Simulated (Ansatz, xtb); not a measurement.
## Two structures of AlGeH6N

Structure a: a singlet given by its coordinates. Structure b: `[NH2][AlH][GeH3]`, a singlet. Both are isolated molecules in the gas phase, relaxed with B3LYP/6-31G*; the shapes shown needn't be the lowest conformers.

a (Å):

```xyz
9

Al   -1.2476    0.2398   -1.3359
Ge   -3.4173    0.1601    0.4562
N    -1.3529    0.5927    0.5653
H    -3.0291    0.0346   -1.2446
H    -1.0718    1.5845   -2.1603
H    -0.5597   -1.1489   -1.6640
H    -0.8736   -0.0455    1.1960
H    -1.1916    1.5448    0.8851
H    -3.0509   -1.3966    0.5870
```

Close contacts (Å): Al1–Ge2 2.82, Al1–N3 1.94, Ge2–N3 2.11, Al1–H4 1.80, Al1–H5 1.59, Al1–H6 1.58, Ge2–H4 1.75, Ge2–H9 1.60, N3–H7 1.02, N3–H8 1.02.

b (Å):

```xyz
9

Al   -1.1033    0.1374   -1.0367
Ge   -2.0279   -0.8161    1.0634
N    -1.8632    1.5941   -1.7278
H    -1.5521    2.0485   -2.5788
H    -2.6580    2.0850   -1.3361
H     0.1374   -0.4620   -1.8277
H    -3.2432   -0.0271    1.6218
H    -0.9824   -0.8576    2.2108
H    -2.5133   -2.2810    0.8907
```

Problem. Estimate E(b) − E(a) at the level CCSD(T)/def2-TZVP.

Solution. Calculated at CCSD(T)/def2-TZVP: E(b) − E(a) = −6.2 kcal/mol, so structure b lies lower.

How the difference moves with the method:

```tsv
level	geometry	E(b) − E(a) (kcal/mol)	departure from the last row (kcal/mol)	job, with rough time for the two
B3LYP/6-31G*	B3LYP/6-31G*	−0.8	+5.3	optimisation, 5.9 min
HF/def2-TZVP	B3LYP/6-31G*	−9.1	−3.0	part of the CCSD(T) run
MP2/def2-TZVP	B3LYP/6-31G*	−7.2	−1.0	part of the CCSD(T) run
CCSD(T)/def2-TZVP	B3LYP/6-31G*	−6.2		single point, 3.6 min
```

None of the levels shown reverses the order. The largest departure from CCSD(T)/def2-TZVP is that of B3LYP/6-31G*, 5.3 kcal/mol. Levels run at GFN2-xTB geometries aren't shown.

With harmonic frequencies from B3LYP/6-31G* (ideal gas, rigid rotor, one conformer each, 298.15 K, 1 atm): on the last row, ΔE + ΔZPE = −7.1 kcal/mol. A mode under 50 cm⁻¹ makes harmonic enthalpies and free energies unreliable, so none is given.

The correlated steps freeze 15 core orbitals; the filled d shell of Ge is correlated, in a basis made for valence electrons. Codes used: Ansatz 0.2.0; the last row on 1 thread of AMD EPYC (Zen 3) on a shared host.
